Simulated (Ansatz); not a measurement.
C₂H₃FIN (`C/N=C(\F)I`), relaxed with RKS PBE-D4/def2-SVP in Ansatz from a rough embedded geometry. The force threshold is 0.03 eV/Å; the program also tests the step.

The species carries charge 0 and has multiplicity 1. I takes the def2 core potential.

Start:

```xyz
8

C    -0.287   -0.397   -1.013
N    -0.611   -0.277    0.421
C     0.271    0.405    1.065
F     1.374    0.865    0.504
I     0.104    0.617    3.122
H    -1.155   -0.927   -1.478
H     0.611   -0.901   -1.192
H    -0.307    0.616   -1.428
```

| step | energy (eV) | largest force (eV/Å) | largest move (Å) |
| --- | --- | --- | --- |
| 1 | -14417.6029 | 3.092 | 0.000 |
| 2 | -14417.7758 | 1.519 | 0.124 |
| 3 (rejected) | -14417.7492 | 2.021 | 0.177 |
| 4 | -14417.8714 | 0.443 | 0.088 |
| 5 | -14417.8800 | 0.067 | 0.042 |
| 6 | -14417.8810 | 0.035 | 0.013 |
| 7 | -14417.8811 | 0.015 | 0.007 |
| 8 | -14417.8812 | 0.025 | 0.025 |
| 9 | -14417.8813 | 0.010 | 0.005 |
| 10 | -14417.8813 | 0.009 | 0.004 |
| 11 | -14417.8817 | 0.036 | 0.028 |
| 12 | -14417.8822 | 0.054 | 0.029 |
| 13 | -14417.8831 | 0.076 | 0.038 |
| 14 | -14417.8844 | 0.090 | 0.036 |
| 15 | -14417.8862 | 0.136 | 0.048 |
| 16 (rejected) | -14417.8810 | 0.589 | 0.195 |
| 17 | -14417.8937 | 0.079 | 0.097 |
| 18 | -14417.8999 | 0.174 | 0.098 |
| 19 (rejected) | -14417.8997 | 0.376 | 0.148 |
| 20 | -14417.9060 | 0.094 | 0.074 |
| 21 | -14417.9101 | 0.130 | 0.073 |
| 22 (rejected) | -14417.9048 | 0.399 | 0.111 |
| 23 | -14417.9137 | 0.066 | 0.055 |
| 24 | -14417.9161 | 0.055 | 0.053 |
| 25 | -14417.9173 | 0.146 | 0.082 |
| 26 | -14417.9180 | 0.080 | 0.004 |
| 27 | -14417.9187 | 0.008 | 0.028 |

End:

```xyz
8

C    -0.263   -0.465   -1.038
N    -0.289   -0.460    0.410
C     0.245    0.440    1.090
F     0.908    1.517    0.614
I     0.218    0.466    3.215
H    -1.305   -0.526   -1.416
H     0.248   -1.388   -1.383
H     0.238    0.417   -1.492
```

Run time 23 s (4 threads of an AMD EPYC 7B13 on a shared host); peak host memory 0.16 GiB.
